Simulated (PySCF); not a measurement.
**Diatomics of Bi with the third period**

CCSD(T) with double-zeta basis sets in PySCF, for the lowest determinant that a PBE0 search found; no spin–orbit coupling. De refers to high-spin ground-configuration atoms.

```tsv
M	basis	reference, frozen orbitals	state (unpaired electrons)	Re (Å)	ωe (cm⁻¹)	De (eV)
Na	def2-SVP	ROHF, 5	triplet (π ↑↑)	3.063	174	0.79
Mg	def2-SVP	ROHF, 5	quartet (σ ↑, π ↑↑)	3.075	137	0.16
Al	def2-SVP	UHF, 9	triplet (π ↑↑)	2.848	231	1.34
Si	def2-SVP	UHF, 9	doublet (π ↑)	2.507	354	1.94
Cl	def2-SVP	UHF, 9	triplet (π ↑↑)	2.490	332	2.28
```

Problem. By what factor does the well depth vary along the series?

Solution. At CCSD(T) it runs from 0.16 eV (MgBi) to 2.28 eV (BiCl), a factor of 14.2.

The state changes along the series, so neighbouring rows are not always alike in their bonding.

Correlated steps freeze the inner cores (5 to 9 orbitals); shallow outer-core shells are correlated. UHF and ROHF references stand side by side, which adds small steps between rows. Weak bonds: MgBi. Basis-set superposition, not corrected here, can be much of De in a small basis, most of all at correlated wavefunction levels. These are scalar-relativistic numbers at best; spin–orbit coupling would shift them, the dissociation energy most. States were picked by a PBE0 search and need not be the measured ground states.
